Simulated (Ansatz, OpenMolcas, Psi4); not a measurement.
## CH4BFOSi (SMILES O=CB[SiH2]F): methods side by side

CH4BFOSi has 9 atoms, charge 0, and is taken as a singlet. SMILES: `O=CB[SiH2]F`. The shape is that of a PBE0-D4/def2-TZVP optimisation. This is one conformer, not always the lowest.

```xyz
9

O    -0.7895    0.7804    1.7038
C    -0.1283    1.4421    0.9104
B     0.6281    0.1887    0.4958
Si   -0.0772   -1.0076   -0.9450
F    -1.3608   -0.3492   -1.6597
H    -0.2624    2.5250    0.7785
H     1.6087   -0.0849    1.1217
H     0.9640   -1.2026   -1.9919
H    -0.4942   -2.3381   -0.4309
```

Quantity: the dipole moment, in D. The values are calculated.

| level | kind | program | value (D) | CPU time |
| --- | --- | --- | --- | --- |
| BLYP/def2-SVP | GGA | OpenMolcas | 2.00 | 33 s |
| M06-L/def2-SVP | meta-GGA | OpenMolcas | 2.15 | 40 s |
| TPSS/def2-SVP | meta-GGA | OpenMolcas | 2.08 | 42 s |
| B3LYP/def2-SVP | global hybrid | OpenMolcas | 2.19 | 32 s |
| BHLYP/def2-SVP | global hybrid | OpenMolcas | 2.44 | 32 s |
| PBE0/def2-SVP | global hybrid | Ansatz | 2.22 | 12 s |
| CAM-B3LYP/def2-SVP | range-separated hybrid | Ansatz | 2.27 | 14 s |
| CAM-B3LYP/def2-SVP (density fitting) | range-separated hybrid | Psi4 | 2.27 | 12 s |

The values span 2.00 to 2.44 D. Magnitudes only. CPU times are rough (shared hosts, several kinds of processor and program).
